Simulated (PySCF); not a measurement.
## Magnetic susceptibility: (Cl2Ga-mu-PH2)2

Geometry (Å), atoms numbered from 1 in this order:
```xyz
12

Ga   -0.540    1.693   -0.463
Cl   -0.797    2.167   -2.479
Cl   -0.888    3.121    1.018
P     1.625    0.494   -0.084
Ga    0.540   -1.692    0.468
Cl    0.890   -3.105   -1.026
Cl    0.795   -2.184    2.479
P    -1.626   -0.491    0.095
H     2.471    1.026    0.869
H     2.502    0.479   -1.151
H    -2.518   -0.488    1.149
H    -2.455   -1.019   -0.874
```

Method used: GIAO BP86/def2-SVP magnetisability, rotational g tensor and spin-rotation constants, non-relativistic, gas phase (PySCF). Geometry: GFN2-xTB.

The calculation is non-relativistic, which matters for the atoms heavier than Zn.

(1) How diamagnetic is it, and how anisotropic?

(2) Split it along the inertial axes a, b, c into diamagnetic and paramagnetic parts about the centre of mass, with the quadrupole moment.

(3) And the rotational g tensor?

Answers

(1) Isotropic -2767 × 10⁻³⁰ J/T², or -166.6 × 10⁻⁶ cm³/mol; principal values -2790, -2766, -2744 × 10⁻³⁰ J/T², anisotropy 40 × 10⁻³⁰ J/T² (root of half the summed squared differences of the principal values). The susceptibility is in cgs units.

(2) 
```
axis  χ (10⁻⁶ cm³/mol)  diamagnetic (10⁻⁶ cm³/mol)  paramagnetic (10⁻⁶ cm³/mol)  summed x² of all electrons (Å²)  quadrupole Θ (D Å)
   a            -166.6                     -1637.3                       1470.7                            795.7              -22.17
   b            -165.2                     -3945.0                       3779.8                            251.8               -2.32
   c            -168.0                     -4443.9                       4275.9                            134.2              +24.49
```
Anisotropies 2χaa − χbb − χcc = +0.1 and 2χbb − χaa − χcc = +4.1 × 10⁻⁶ cm³/mol. Θ is traceless in Buckingham's convention.

(3) 
| axis | rotational constant (GHz) | g | nuclear part | electronic part |
| --- | --- | --- | --- | --- |
| a | 0.7539 | -0.0076 | 0.5133 | -0.5209 |
| b | 0.2772 | -0.0045 | 0.4878 | -0.4923 |
| c | 0.2429 | -0.0054 | 0.4826 | -0.4880 |

Asymmetric top; isotopes 35Cl, 69Ga, 1H, 31P; no vibrational averaging.
